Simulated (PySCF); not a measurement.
**From computed data to an observable: chemical shift, span and skew from a shielding tensor**

trans-(1R,2R)-1-chloro-2-fluorocyclopropane (C3H4ClF), SMILES [C@@H]1(Cl)C[C@H]1F. Atoms are numbered in the order given.

```xyz
9

F     -0.8850     1.9517     0.6458
C     -0.6344     0.8828    -0.1436
C     -1.3289    -0.4023     0.1572
C      0.1396    -0.2442     0.4381
Cl     1.3255    -1.0906    -0.5388
H     -0.4498     1.1582    -1.1872
H     -1.9896    -0.4281     1.0280
H     -1.6324    -1.0282    -0.6856
H      0.4455    -0.1448     1.4827
```
Charge 0, spin multiplicity 1.

Geometry optimised at PBE0-D3(BJ)/def2-SVP.

GIAO shieldings from KT2/pcSseg-1 (PySCF), non-relativistic, no solvent. The symmetric part of the tensor of F1 has the principal values 338.2, 375.0, 425.2 ppm. The same nucleus in CFCl3 has σ = 127.1 ppm at this level (PySCF, at its B3LYP-D3(BJ)/def2-TZVP geometry). Without spin–orbit terms, shifts of atoms bonded to Cl or Br come out too high.

**Question.** Work out the isotropic shielding, the ¹⁹F shift against CFCl3, the span and the skew.

**Answer.** 
σ(iso) = (σ11 + σ22 + σ33)/3 = 379.5 ppm. δ = σ(ref) − σ(iso) = 127.1 − (379.5) = -252.4 ppm.
Span Ω = σ33 − σ11 = 87.0 ppm. Skew κ = 3(σ(iso) − σ22)/Ω = 0.15. Tumbling in solution averages the tensor to δ; in a static solid the shielding alone would spread this spin-1/2 line over Ω.
